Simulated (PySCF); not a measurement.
## Dipole moment and polarisability of `C=C/C=C\C(=C)C(F)F`

Species: C7H8F2.
Numbering: `[CH2:1]=[CH:2]/[CH:3]=[CH:4]\[C:5](=[CH2:6])[CH:7]([F:8])[F:9]` (hydrogens: H10, H11 on C1; H12 on C2; H13 on C3; H14 on C4; H15, H16 on C6; H17 on C7)

Geometry (GFN2-xTB, Å), atoms numbered from 1 in this order:
```xyz
17
C7H8F2 angstrom
C      2.918   -0.902   -0.335
C      1.643   -0.521   -0.374
C      1.204    0.764    0.116
C     -0.053    1.212    0.272
C     -1.311    0.500    0.117
C     -2.449    1.132   -0.180
C     -1.361   -0.990    0.370
F     -2.505   -1.334    1.014
F     -1.377   -1.697   -0.794
H      3.240   -1.851   -0.726
H      3.682   -0.277    0.100
H      0.910   -1.168   -0.831
H      2.007    1.455    0.343
H     -0.183    2.251    0.544
H     -2.471    2.193   -0.355
H     -3.382    0.602   -0.267
H     -0.519   -1.357    0.976
```

Level: B3LYP/def2-SVPD (PySCF), static field, nuclei fixed, core orbitals frozen in the response. The polarisability tensor in these axes (au):

```
x   150.25 -26.05  -2.52
y   -26.05  87.06   3.56
z    -2.52   3.56  60.75
```

**Question.** What are the eigenvalues, a third of the trace, and Δα (Δα² = ½Σ(αi − αj)² over the three pairs)?

**Answer.** Principal values 60.26, 78.06 and 159.73 au; mean 99.35 au = 14.72 Å³ = 16.38 × 10⁻⁴⁰ C²·m²/J; Δα = 91.87 au (92 % of the mean).

**Question.** What is the dipole moment, and where does it point?

**Answer.** (1.43, 1.65, 0.35) D, 2.21 D in size, pointing from the negative to the positive side. Measured along this direction, the outermost atoms are F8 at the negative end and H13 at the positive end.

**Question.** Find the Langevin capture rate constant for H3O+ (19.018 u) meeting this molecule (130.059 u), k = 2.342 × 10⁻⁹ cm³/s × √(α in Å³ / reduced mass in u).

**Answer.** The reduced mass is 16.59 u, so k = 2.21 × 10⁻⁹ cm³/s. The formula leaves out the permanent dipole, which adds to the capture rate.

**Question.** Estimate the molar refractivity from the static electronic polarisability.

**Answer.** Lorentz–Lorenz: R = (4π/3)N_A α = 2.5225 cm³/(mol·Å³) × 14.72 Å³ = 37.1 cm³/mol, in the limit of long wavelengths.

**Question.** What are the principal values of the traceless quadrupole moment, Θ = ½Σq(3rr − r²1), about the centre of nuclear charge?

**Answer.** -6.88, -2.16, 9.04 D·Å. The values depend on the origin, since the dipole doesn't vanish. The electronic extent ⟨r²⟩ about the same centre is 1378 bohr², a root-mean-square distance of 2.38 Å for the 68 electrons.

**Question.** What would n − 1 = 2πNα be for an ideal gas of these molecules at 350 K and 1 atm, electronic part alone?

**Answer.** N = p/kT = 2.0968 × 10¹⁹ cm⁻³, so n − 1 = 2π × N × 14.72 × 10⁻²⁴ cm³ = 1940 × 10⁻⁶ at long wavelengths.

Isolated species at its GFN2-xTB geometry (one conformer only).
